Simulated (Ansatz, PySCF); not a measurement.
Species: C2H8PSi, charge 0, multiplicity 2. SMILES: C[Si](C)P
Geometry from a B3LYP-D3(BJ)/def2-TZVP (Ansatz, a quantum-chemistry and plane-wave program) optimisation:
```xyz
12

C     -1.9565     0.4776     0.1657
Si    -0.3614    -0.4094    -0.3042
C     -0.0179    -1.8222     0.8970
P      1.3130     1.1224    -0.4412
H     -2.1742     1.2930    -0.5250
H     -2.8025    -0.2124     0.1599
H     -1.8758     0.8996     1.1729
H     -0.8400    -2.5413     0.9006
H      0.8996    -2.3501     0.6356
H      0.0944    -1.4289     1.9125
H      1.5908     1.1426     0.9561
H      2.3191     0.1597    -0.7130
```
Charge 0, spin multiplicity 2.

Quantity: size of the dipole moment, in D. Set-up: 6-31G* and kin with 6d, 5d where marked; 6-311+G** with 5d, 6d on Na to Ar in Ansatz; UHF or UKS for open shells; no spin-orbit coupling; dispersion terms only where a functional's name holds one; non-relativistic. Ab initio and DFT rows: single points at B3LYP-D3(BJ) geometries (Ansatz).

| level | program | size of the dipole moment (D) |
|---|---|---|
| PBE/6-31G* | Ansatz | 2.00 |
| PBE/6-311+G** | Ansatz | 1.70 |
| BP86/6-31G* (5d) | PySCF | 1.97 |
| B3LYP/STO-3G | Ansatz | 0.81 |
| B3LYP/6-31G | Ansatz | 2.18 |
| B3LYP/6-31G* | Ansatz | 1.85 |

No value to compare with is used here. The 6 habitual levels span 0.81 (B3LYP/STO-3G) to 2.18 D (B3LYP/6-31G).

The levels are drawn from those run, B3LYP/6-31G* more often than the rest, none by its result; left out are runs that failed, that the program found above a lower state of the same kind, or whose <S^2> lies over 0.5 above the pure value.
